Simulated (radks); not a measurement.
Problem. All-electron atom: the praseodymium ion Pr+ in [Xe] 4f3 6p1 (not the ground configuration). Calculated with a radial shooting solver on a logarithmic mesh with Libxc functionals: Dirac Kohn-Sham, BLYP, spin-unpolarised, spherical densities, finite nucleus; open shells fill j = l - 1/2 first; Fermi nuclear charge, rms radius 4.8919 fm.

Spin-orbit splittings of the eigenvalues, e(l+1/2) - e(l-1/2), with zeta = 2 splitting/(2l+1) and mean radii in bohr:

shell  occ.  splitting (eV)  zeta (eV)  <r> j=l-1/2  <r> j=l+1/2
2p        6               ?          ?      0.08604      0.09235
3p        6           95.56      63.71       0.2617       0.2740
3d       10           20.60      8.240       0.2452       0.2491
4p        6           20.59      13.73       0.6404       0.6684
4d       10           3.609      1.444       0.7220       0.7321
4f        3          0.3425    0.09786        1.164        1.184
5p        6           2.808      1.872        1.702        1.791
5d        0          0.2031    0.08125        2.835        2.890
6p        1          0.2966     0.1977        4.917        5.122

Estimate the 2p splitting.

Solution. 482.4 eV (zeta = 321.6 eV).
